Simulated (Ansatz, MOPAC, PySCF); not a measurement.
H2O (SMILES O) and CHN (SMILES C#N) are pulled apart as rigid monomers along the line of their centres of mass, from the B3LYP-D3(BJ)/def2-TZVP minimum. Starting geometry (charge 0, multiplicity 1):
```xyz
6

O     -0.08341    -0.07771    -0.10327
H      0.70905    -0.23245    -0.62767
H     -0.82821    -0.23088    -0.69383
C     -0.21763    -0.26153     2.97426
N     -0.26657    -0.34830     4.11700
H     -0.17158    -0.18329     1.90091
```

Interaction energies with rigid monomers; basis-set methods are counterpoise corrected unless marked otherwise.

Rows in 6-311+G**, 6-31G* carry no dispersion term and start afresh at each structure (6-31G* with six Cartesian d functions). MP2/6-31G* freezes PySCF's default core. The state that PM6 reach isn't checked.

The values were computed with Ansatz (Gaussian orbitals); MOPAC for PM6 (differences of heats of formation); PySCF for 6-311+G** rows, 6-31G* rows. Values without a source in brackets are computed.

```csv
O1···H6 (Å),PM6 (kcal/mol),HF/aug-cc-pVTZ (kcal/mol),B3LYP/6-311+G** (no counterpoise) (kcal/mol),wB97X-V/def2-TZVPPD (kcal/mol),MP2/6-31G* (kcal/mol)
1.81,[?],-3.17,-5.14,-4.37,[?]
2.01,-3.63,-4.53,-5.90,-5.24,-5.75
2.31,-3.12,-4.54,-5.31,-4.84,-5.33
2.81,-1.97,-3.34,-3.56,-3.33,-3.65
3.62,-1.11,-1.86,-1.88,-1.75,-1.87
```

Q: Some entries are withheld; supply them.

A: 
- 1.81, MP2/6-31G* (kcal/mol): -4.66
- 1.81, PM6 (kcal/mol): -3.08

Ansatz is an electronic-structure program.
